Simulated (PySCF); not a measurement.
C₂H₈Cl₂Si₂, SMILES [SiH3]CC[SiH](Cl)Cl, PBE0/def2-SVP optimised geometry.

```
14

Si    -0.51    -0.37     0.00
C     -1.15    -1.27    -1.53
C     -0.70    -0.64    -2.86
Si    -1.37    -1.51    -4.37
Cl    -3.43    -1.46    -4.32
Cl    -0.71    -0.56    -6.07
H     -0.98     1.05     0.00
H      0.99    -0.37     0.00
H     -0.99    -1.05     1.24
H     -2.26    -1.29    -1.48
H     -0.83    -2.32    -1.47
H     -1.01     0.42    -2.93
H      0.40    -0.64    -2.95
H     -0.96    -2.94    -4.45
```

Density from PBE0/def2-TZVP (PySCF) at that geometry.

Minimum of the electron density along straight lines between bonded atoms, close to the bond critical point (lines longer than 1.1 times the sum of covalent radii, or with two minima, are not listed):

| bond | length / Å | ρ at the minimum / e bohr⁻³ | ∇²ρ there / e bohr⁻⁵ | position (fraction from the first atom) |
|---|---|---|---|---|
| Si1–C2 | 1.892 | 0.119 | 0.17 | 0.39 |
| C2–C3 | 1.534 | 0.235 | -0.54 | 0.50 |
| C3–Si4 | 1.868 | 0.128 | 0.16 | 0.61 |
| Si4–Cl5 | 2.067 | 0.097 | 0.21 | 0.36 |
| Si4–Cl6 | 2.064 | 0.098 | 0.22 | 0.36 |
| Si1–H7 | 1.496 | 0.118 | 0.15 | 0.49 |
| Si1–H8 | 1.496 | 0.118 | 0.15 | 0.49 |
| Si1–H9 | 1.495 | 0.119 | 0.15 | 0.49 |
| C2–H10 | 1.104 | 0.268 | -0.88 | 0.64 |
| C2–H11 | 1.105 | 0.267 | -0.87 | 0.64 |
| C3–H12 | 1.104 | 0.268 | -0.88 | 0.64 |
| C3–H13 | 1.105 | 0.267 | -0.87 | 0.64 |
| Si4–H14 | 1.485 | 0.126 | 0.12 | 0.49 |
